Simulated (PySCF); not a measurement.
## Which determinant of InP⁺ lies lowest?

Unrestricted PBE0; In def2-TZVPPD with ECP28, P def2-TZVPPD; scalar-relativistic core potentials (PySCF 2.14). Outer shells of the fragments: In+ 4d10 5s2; P 3s2 3p3.

Followed along the bond (rough minima from three points):

```
2Ms+1   unpaired  ⟨S²⟩ at the start  R at minimum (Å)  Te (eV)
    4  σ ↑, π ↑↑               3.76              2.90     0.00
    2  σ ↓, π ↑↑               1.77              2.75     0.50
    2  σ ↑, π ↑↓               1.77              2.81     0.58
    2        π ↑               0.76  none in the scan   ≤ 1.59
```

Solutions found at the starting distance of 2.555 Å, counted from the lowest of them; the search is not exhaustive and high or unbound solutions are not listed, so other states can lie among these:

```csv
2Ms+1,unpaired,term,E (eV),⟨S²⟩,⟨Lz²⟩,μ (D)
4,"σ ↑, π ↑↑",⁴Σ⁻,0.00,3.76,0.00,0.67
2,"σ ↓, π ↑↑",mixed,0.42,1.77,0.00,0.48
2,"σ ↑, π ↑↓",mixed,0.53,1.77,2.03,0.60
2,π ↑,²Π,1.53,0.76,1.02,-1.39
2,σ ↑,mixed,1.69,0.76,2.01,0.75
2,π ↑,²Π,1.95,0.76,1.01,3.47
4,π ↑↑↑,⁴Π,3.78,3.76,1.00,1.99
4,"σ ↑↑, π ↑",⁴Π,4.22,3.76,1.05,-1.65
4,"π ↑↑, δ ↑",⁴Δ,8.66,3.78,4.00,0.13
```

A term symbol is given only where ⟨S²⟩ and ⟨Lz²⟩ are close to those of a pure state; real π, δ and φ orbitals otherwise mix terms. A positive dipole points towards P; it is taken about the centre of mass and depends on that origin.

Compare the gap between the two lowest followed solutions at the starting distance with the gap between their minima.

At PBE0 the second solution (Ms = 0.5 of mixed spin, unpaired electrons σ ↓, π ↑↑) lies +0.42 eV from the first (quartet, unpaired electrons σ ↑, π ↑↑) at 2.555 Å and +0.50 eV at the minima; the two curves relax by different amounts, since their minima lie near 2.75 and 2.90 Å.

Spin–orbit coupling is left out.
